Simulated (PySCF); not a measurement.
**BP86 on Sb (antimony, neutral)**

Configuration: [Kr] 4d10 5s2 5p3, high-spin 4S determinant. All numbers are calculated (PySCF 2.14, the spin-free X2C one-electron Hamiltonian (Gaussian nucleus), in x2c-SVPall).

```json
{"Total energy": "-6480.74 hartree", "One-electron energy": "-8900.27 hartree", "Hartree (Coulomb) energy": "2592.45 hartree", "Exchange-correlation energy": "-172.92 hartree", "⟨S²⟩": "3.7505", "⟨L²⟩": "0.000", "Sum of ⟨r⟩": "36.54 bohr", "Sum of ⟨r²⟩": "59.54 bohr²", "Langevin diamagnetic susceptibility": "-47.2 ×10⁻⁶ cm³/mol", "Time after the integrals": "0.47 s of wall time on 1 thread of Neoverse-V1 (shared host)"}
```

```json
{"shell": "1s α", "electrons": "1", "mean orbital energy (eV)": "-30249.1", "rms radius, mean of both spins (bohr)": "0.0326"}
{"shell": "1s β", "electrons": "1", "mean orbital energy (eV)": "-30249.0", "rms radius, mean of both spins (bohr)": "0.0326"}
{"shell": "2s α", "electrons": "1", "mean orbital energy (eV)": "-4601.8", "rms radius, mean of both spins (bohr)": "0.133"}
{"shell": "2s β", "electrons": "1", "mean orbital energy (eV)": "-4601.8", "rms radius, mean of both spins (bohr)": "0.133"}
{"shell": "2p α", "electrons": "3", "mean orbital energy (eV)": "-4135.6", "rms radius, mean of both spins (bohr)": "0.118"}
{"shell": "2p β", "electrons": "3", "mean orbital energy (eV)": "-4135.6", "rms radius, mean of both spins (bohr)": "0.118"}
{"shell": "3s α", "electrons": "1", "mean orbital energy (eV)": "-901.58", "rms radius, mean of both spins (bohr)": "0.353"}
{"shell": "3s β", "electrons": "1", "mean orbital energy (eV)": "-901.52", "rms radius, mean of both spins (bohr)": "0.353"}
{"shell": "3p α", "electrons": "3", "mean orbital energy (eV)": "-749.05", "rms radius, mean of both spins (bohr)": "0.354"}
{"shell": "3p β", "electrons": "3", "mean orbital energy (eV)": "-748.99", "rms radius, mean of both spins (bohr)": "0.354"}
{"shell": "3d α", "electrons": "5", "mean orbital energy (eV)": "-514.45", "rms radius, mean of both spins (bohr)": "0.332"}
{"shell": "3d β", "electrons": "5", "mean orbital energy (eV)": "-514.39", "rms radius, mean of both spins (bohr)": "0.332"}
{"shell": "4s α", "electrons": "1", "mean orbital energy (eV)": "-148.06", "rms radius, mean of both spins (bohr)": "0.839"}
{"shell": "4s β", "electrons": "1", "mean orbital energy (eV)": "-147.92", "rms radius, mean of both spins (bohr)": "0.839"}
{"shell": "4p α", "electrons": "3", "mean orbital energy (eV)": "-101.27", "rms radius, mean of both spins (bohr)": "0.910"}
{"shell": "4p β", "electrons": "3", "mean orbital energy (eV)": "-101.12", "rms radius, mean of both spins (bohr)": "0.910"}
{"shell": "4d α", "electrons": "5", "mean orbital energy (eV)": "-33.021", "rms radius, mean of both spins (bohr)": "1.12"}
{"shell": "4d β", "electrons": "5", "mean orbital energy (eV)": "-32.739", "rms radius, mean of both spins (bohr)": "1.12"}
{"shell": "5s α", "electrons": "1", "mean orbital energy (eV)": "-13.310", "rms radius, mean of both spins (bohr)": "2.38"}
{"shell": "5s β", "electrons": "1", "mean orbital energy (eV)": "-11.587", "rms radius, mean of both spins (bohr)": "2.38"}
{"shell": "5p α", "electrons": "3", "mean orbital energy (eV)": "-5.347", "rms radius, mean of both spins (bohr)": "3.00"}
```

Densities and radii are taken from the X2C orbitals without a picture-change correction, which distorts them close to the nucleus.
